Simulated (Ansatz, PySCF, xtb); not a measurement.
Dimer: HCl (SMILES Cl) (first 2 atoms) with ClH3Si (SMILES [SiH3]Cl); geometry from B3LYP-D3(BJ)/def2-TZVP, rigid monomers moved along the line of their centres of mass till H2···Cl4 is 2.84 Å.
(charge 0, multiplicity 1):
| atom | x (Å) | y (Å) | z (Å) |
|---|---|---|---|
| Cl | -0.3135 | -0.4178 | 0.9692 |
| H | 0.5898 | -0.1007 | 1.8322 |
| Si | -0.4513 | 0.4464 | 5.1448 |
| Cl | 1.4995 | 0.5829 | 4.4297 |
| H | -0.9236 | -0.9293 | 4.9120 |
| H | -1.2714 | 1.4265 | 4.4120 |
| H | -0.4106 | 0.7582 | 6.5855 |

Counterpoise-corrected where a basis set is named; no monomer relaxation. Rows marked so take none.

Rows in 6-31G* carry no dispersion term and start afresh at each structure (6-31G* with six Cartesian d functions).

Programs: Ansatz (an electronic-structure program); PySCF for 6-31G* rows, the dispersion terms; xtb for the GFN methods. Values without a source in brackets are computed.

### Question
One of these levels gives -1.39 kcal/mol for the interaction energy. Name it.
(A) PBE-D3(BJ)/def2-TZVPPD
(B) HF/aug-cc-pV(D+d)Z
(C) GFN-FF
(D) BP86/6-31G* (no counterpoise)

### Answer
D, BP86/6-31G* (no counterpoise). The others give -3.44 (GFN-FF), -0.77 (HF/aug-cc-pV(D+d)Z), -2.64 (PBE-D3(BJ)/def2-TZVPPD)
